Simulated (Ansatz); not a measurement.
Geometry optimisation, Ansatz, UKS PBE0/STO-3G.

The input (input.yaml):

```yaml
crystal:
  periodic: [false, false, false]
  atoms:
    - { symbol: Si, position_ang: [-0.3157, -2.5819, -1.0354] }
    - { symbol: B, position_ang: [-0.9979, -0.9857, -0.0699] }
    - { symbol: C, position_ang: [0.0082, -0.0642, 0.7179] }
    - { symbol: C, position_ang: [1.0921, 0.7041, -0.1876] }
    - { symbol: Si, position_ang: [0.7359, 2.4594, 0.3006] }
    - { symbol: Al, position_ang: [-0.8714, 1.48, 1.6644] }
    - { symbol: H, position_ang: [0.6024, -2.1031, -2.0884] }
    - { symbol: H, position_ang: [-1.4695, -3.207, -1.6712] }
    - { symbol: H, position_ang: [0.3236, -3.433, -0.0774] }
    - { symbol: H, position_ang: [-2.1521, -0.7578, -0.0146] }
    - { symbol: H, position_ang: [0.5824, -0.6764, 1.4988] }
    - { symbol: H, position_ang: [2.0881, 0.4067, 0.0385] }
    - { symbol: H, position_ang: [0.7431, 0.6043, -1.2822] }
    - { symbol: H, position_ang: [1.8409, 3.0409, 1.0854] }
    - { symbol: H, position_ang: [0.1766, 3.2732, -0.7626] }
    - { symbol: H, position_ang: [-2.4097, 1.8178, 1.9281] }
magnetization:
  spin_polarized: true
basis:
  gaussian: { orbitals: STO-3G }
hamiltonian:
  xc: pbe0
relax:
  f_tol: 0.02
  max_steps: 40
```

Command:

```bash
$ ansatz run input.yaml --threads 1 --pin off --max-ram 2048MiB --backend cpu --events-out ev --progress --plain --runs-dir out
```

Where does it end, and by what steps?

The forces met the threshold. Limits of this set-up: minimal basis. After 30 steps the energy has fallen by 2.136 eV; H10 moved furthest, 1.85 Å. Joined: B2–Al6 (3.02 → 2.10 Å).

| step | energy less start (eV) | largest force component (eV/Å) | accepted |
| --- | --- | --- | --- |
| 0 | 0.0000 | 3.576 | yes |
| 2 | -1.1622 | 0.419 | yes |
| 4 | -1.2634 | 0.512 | yes |
| 6 | -1.3717 | 0.631 | yes |
| 8 | -1.4544 | 0.242 | yes |
| 10 | -1.4862 | 0.279 | yes |
| 12 | -1.5916 | 0.691 | yes |
| 14 | -1.7596 | 0.671 | yes |
| 16 | -1.9400 | 0.367 | yes |
| 18 | -2.0552 | 0.254 | yes |
| 20 | -2.0812 | 0.306 | yes |
| 22 | -2.1136 | 0.165 | yes |
| 24 | -2.1312 | 0.162 | yes |
| 26 | -2.1331 | 0.166 | no |
| 28 | -2.1357 | 0.086 | yes |
| 30 | -2.1360 | 0.013 | yes |

```xyz
16
Properties=species:S:1:pos:R:3
Si -0.904 -2.617 -0.445
B -0.321 -0.765 -0.580
C 0.852 -0.196 0.071
C 1.496 1.203 -0.158
Si 0.224 2.473 0.462
Al -1.087 0.653 0.765
H -0.566 -3.363 -1.637
H -2.332 -2.754 -0.272
H -0.285 -3.305 0.665
H -0.985 0.019 -1.216
H 1.441 -0.823 0.758
H 2.452 1.263 0.375
H 1.715 1.334 -1.226
H 0.735 3.183 1.614
H -0.093 3.460 -0.547
H -2.365 0.212 1.416
```

Run time: 4.3 min on 1 thread of Intel(R) Xeon(R) Platinum 8488C (Sapphire Rapids), with other jobs on the host, peak memory 0.22 GiB.
